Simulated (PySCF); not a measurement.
SMILES N[SiH2][SiH2][SiH2]F (H8FNSi3), singlet at its PBE0/def2-SVP optimised geometry (Å):

```
13

Si    -1.9448    -0.9052     1.9541
F     -2.8710    -1.6829     3.0543
Si     0.2069    -1.8365     1.8657
Si     1.1240    -0.7435     0.0000
N      0.3459     0.8202     0.0000
H     -1.8853     0.5284     2.3657
H     -2.6269    -1.0251     0.6329
H      0.1533    -3.3203     1.6808
H      0.9540    -1.5377     3.1293
H      2.6269    -0.7435     0.0000
H      0.6825    -1.4385    -1.2483
H      0.4955     1.4385     0.7915
H      0.3426     1.3606    -0.8600
```

Method: PBE0/def2-TZVP in PySCF. Cells within 0.4 Å of a nucleus heavier than hydrogen are left out (blank, or x).

Map of the HOMO amplitude (bohr^(-3/2)) on the plane z = 0.0 Å; orbital energy -7.46 eV, overall sign arbitrary:

```
|44444444444444444444444444444|
|44444444444444444444444444444|
|44444444444444444444444444444|
|44444444444444444444444444444|
|44444444444444444444444444444|
|44444444444444444444444444444|
|44444444444444445554444444444|
|44444444444444455555544444444|
|44444444444444455555544444444|
|44444444444444456655554444444|
|44444444444433357665554444444|
|444444444443310x9765544444444|
|44444444444320xxx765544444444|
|44444444444331026655444444444|
|44444555444433235554333444444|
|44445555544444444x43222344444|
|44445555544444454xx3201344444|
|44445555544445565x43212344444|
|44445555544455566654333344444|
|44444555444455566654444444444|
|44444444444455555554444444444|
|44444444444455555555444444444|
|44444444444445555555444444444|
|44444444444444555554444444444|
|44444444444444444444444444444|
|44444444444444444444444444444|
|44444444444444444444444444444|
|44444444444444444444444444444|
|44444444444444444444444444444|
```
Scale: ten equal steps from -0.198 (start of '0') to 0.208 (end of '9'), in the order '0123456789'; x runs from -5.00 to 5.00, y from -5.00 (bottom) to 5.00 (top).
